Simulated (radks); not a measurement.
Polarisability of the rubidium ion Rb6+, [Ar] 3d10 4s2 4p1, at imaginary frequency. All-electron calculation, scalar-relativistic Kohn-Sham, LDA (Slater exchange, Perdew-Wang correlation), spin-polarised, spherical densities, finite nucleus; open shells are filled with parallel spins first (spin-orbit coupling, left out, can overturn this in heavy ions); Fermi nuclear charge, rms radius 4.2036 fm. Program: a radial shooting solver on a logarithmic mesh with Libxc functionals. Response by self-consistent Sternheimer equations with the Hartree and adiabatic LDA kernel, the relativistic mass of each level held fixed and spin-orbit coupling left out.

w (hartree)  alpha1(iw) (bohr^3)
0.00266                    2.491
0.0143                     2.490
0.0360                     2.487
0.0697                     2.479
0.118                      2.457
0.186                      2.409
0.280                      2.314
0.413                      2.141
0.605                      1.858
0.892                      1.463
1.35                       1.011
2.12                      0.6087
3.59                      0.3269
6.94                      0.1537
17.5                     0.04618

Static values: alpha1 = 2.491 bohr^3 (0.3691 angstrom^3; uncoupled 4.030). C6 = 5.352, triple-dipole C9 = 9.355 atomic units. One-pole (London) frequency 4 C6 / (3 alpha1^2) = 1.150 hartree, against 3.351 for minus the highest occupied eigenvalue.
